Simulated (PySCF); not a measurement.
## C7H10F: g tensor and hyperfine couplings

C₇H₁₀F (doublet state).
Cartesian coordinates in Å at the GFN2-xTB level; atoms count from 1:
```
atom  x, y, z in Å
C1     2.0900   -0.1044   -0.2987
C2     0.6080    0.0600   -0.0844
C3    -0.2733    0.8659   -0.9956
C4    -1.2222    0.8706    0.1525
F5    -2.2355    1.7766    0.2702
C6    -1.6359   -0.6125    0.2638
C7    -0.2334   -1.2357    0.0815
C8     0.0194    0.9231    1.0628
H9     2.5706    0.8662   -0.3938
H10    2.5340   -0.6328    0.5424
H11    2.2766   -0.6745   -1.2065
H12   -0.3985    0.9214   -2.0567
H13   -2.3346   -0.8914   -0.5232
H14   -2.0859   -0.8318    1.2311
H15    0.0882   -1.8127    0.9478
H16   -0.1700   -1.8683   -0.8025
H17    0.4581    1.9141    1.1235
H18   -0.0642    0.4724    2.0495
```

The hyperfine couplings belong to this conformer and change with its torsions.

As a line formula: `C[C@@]12[CH][C@@](F)(CC1)C2` [radical].

Level of theory: PySCF 2.14.0, UKS B3LYP, pcH-1 on C F H, non-relativistic, mean-field spin-orbit, GIAO. Isolated species at its GFN2-xTB geometry, gas phase. Couplings are sensitive to structure, and on GFN2-xTB geometries they can be far from those on DFT ones. No stability test was run, so a lower SCF solution isn't excluded.

```json
{
  "g1, g2, g3": "2.00206, 2.00259, 2.00265",
  "g_iso": "2.00244",
  "Form of g": "close to axial: the two nearest values differ by 10 % of g3 − g1",
  "⟨S²⟩": "0.7535 (exact 0.7500)",
  "HOMO–LUMO gap, α and β orbitals": "6.94, 6.28 eV"
}
```

Hyperfine couplings atom by atom, in mT; T1 to T3 are the principal values of the dipolar part; ρ(0) is the spin density at the nucleus (MHz turned into mT with g_iso):

| atom | isotope | a_iso | T1 | T2 | T3 | Mulliken spin population | ρ(0) (bohr⁻³) |
| --- | --- | --- | --- | --- | --- | --- | --- |
| C1 | 13C | 0.41 | -0.05 | -0.05 | 0.10 | 0.01 | 0.0103 |
| C2 | 13C | -0.77 | -0.08 | -0.02 | 0.10 | -0.07 | -0.0192 |
| C3 | 13C | 5.91 | -2.86 | -2.74 | 5.60 | 1.02 | 0.1473 |
| C4 | 13C | -1.00 | -0.12 | -0.07 | 0.19 | -0.06 | -0.0249 |
| F5 | 19F | 0.81 | -0.45 | -0.33 | 0.78 | 0.00 | 0.0054 |
| C6 | 13C | 1.77 | -0.15 | -0.13 | 0.28 | 0.04 | 0.0441 |
| C7 | 13C | 2.20 | -0.17 | -0.15 | 0.31 | 0.04 | 0.0548 |
| C8 | 13C | 2.26 | -0.10 | -0.10 | 0.20 | 0.01 | 0.0562 |
| H9 | 1H | -0.06 | -0.12 | -0.09 | 0.21 | 0.00 | -0.0004 |
| H10 | 1H | -0.04 | -0.06 | -0.05 | 0.11 | 0.00 | -0.0003 |
| H11 | 1H | -0.05 | -0.08 | -0.08 | 0.16 | 0.00 | -0.0003 |
| H12 | 1H | -1.00 | -1.33 | -0.04 | 1.37 | -0.03 | -0.0063 |
| H13 | 1H | -0.07 | -0.15 | -0.09 | 0.24 | 0.00 | -0.0004 |
| H14 | 1H | 0.55 | -0.11 | -0.05 | 0.16 | 0.01 | 0.0034 |
| H15 | 1H | 0.60 | -0.11 | -0.05 | 0.17 | 0.01 | 0.0038 |
| H16 | 1H | -0.06 | -0.16 | -0.09 | 0.25 | 0.00 | -0.0004 |
| H17 | 1H | 0.02 | -0.23 | -0.13 | 0.36 | 0.00 | 0.0001 |
| H18 | 1H | 0.74 | -0.10 | -0.08 | 0.18 | 0.01 | 0.0046 |

The largest Mulliken spin populations are on C3 (+1.02) and C2 (-0.07). No atom but C3 exceeds +0.15. The positive populations add up to 1.15 and the negative ones to -0.15, together 2S = 1. The angles at C3 add up to 352.6°, so it is slightly pyramidal.

Under fast tumbling the dipolar parts average out, and these isotropic splittings remain (the largest six): 1 × 1H (H12, I = 1/2, 2 lines) with 1.00 mT, 1 × 19F (F5, I = 1/2, 2 lines) with 0.81 mT, 1 × 1H (H18, I = 1/2, 2 lines) with 0.74 mT, 1 × 1H (H15, I = 1/2, 2 lines) with 0.60 mT, 1 × 1H (H14, I = 1/2, 2 lines) with 0.55 mT and 1 × 1H (H13, I = 1/2, 2 lines) with 0.07 mT.

Nuclei that the bonding pattern makes equivalent are averaged, as if the motion that swaps them (rotation, inversion, ring flip) were fast.

The 13C coupling of C3 (165.6 MHz) shows only in satellite lines or after enrichment, since that isotope makes up about 1.07 % of natural carbon.

Hardware: one thread of an Arm Neoverse V1, no GPU, shared host. Cost: 80 s (grids of density and orbitals included), 0.97 GiB resident at most.
